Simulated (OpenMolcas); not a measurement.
Potential curves of LuO: spin–orbit levels

Computed with OpenMolcas 26.06: state-averaged CASSCF(7,9) over Lu 6s 5d, O 2p, XMS-CASPT2 (IPEA 0.25, imaginary shift 0.2 hartree), scalar X2C, ANO-RCC-VDZP, then RASSI spin–orbit state interaction with atomic mean-field integrals. C2 symmetry about the axis (a holds Σ, Δ, Γ; b holds Π, Φ, H; Σ⁺ and Σ⁻ are not told apart); roots by multiplicity and irrep: 2a 4, 2b 2.

XMS-CASPT2 energies with spin–orbit state interaction in eV from the lowest point. Curves are followed by energy order within each symmetry, so they are adiabatic and may change character at avoided crossings.

```tsv
R (Å)	(1)Ω=1/2	(1)Ω=3/2	(2)Ω=1/2	(3)Ω=1/2	(2)Ω=3/2
1.605	1.286	4.008	4.601	5.585	5.485
1.676	0.538	3.221	3.589	4.187	4.102
1.730	0.212	2.855	3.054	3.415	3.337
1.783	0.043	2.642	2.671	2.838	2.760
1.845	0.000	2.278	2.314	2.424	2.542
1.908	0.081	1.959	2.003	2.262	2.562
1.997	0.354	1.719	1.760	2.221	2.731
2.140	1.017	1.668	1.703	2.453	3.188
2.407	2.178	2.156	2.359	3.556	4.128
```

(1) With masses 174.941 and 15.995 u, fit the curves (1)Ω=1/2 near their minima.

The 5 lowest clean curves are shown; the next is (1)Ω=5/2, from 2.74 eV. Only roots inside an energy window near the equilibrium distance were included, so the list of states is not complete; labels number the states computed. Each spin and symmetry block has orbitals of its own, averaged over its own roots, so gaps between blocks are less sure than gaps within one and near the minimum can be off by tenths of an eV, in bad cases by more. No Rydberg orbitals are active, so Rydberg states, and σ→σ* states whose orbital the CASSCF left unused, can be missing between those listed. No roots were computed in blocks 4a, 4b (none fell in the window or the block failed), so states of that kind are missing and can lie low or lowest. For d and f metals this valence active space lacks a second d shell: the order of states is not reliable within half an eV or more, and the lowest computed state need not be the true ground state.

Results:

(1) At XMS-CASPT2 with spin–orbit state interaction, Te from the lowest curve (the fit fixes ωe to a per cent or two; the method's Re and ωe can be off by some per cent):

```tsv
curve	Te (cm⁻¹)	Re (Å)	ωe (cm⁻¹)
(1)Ω=1/2	0	1.833	790.1
```
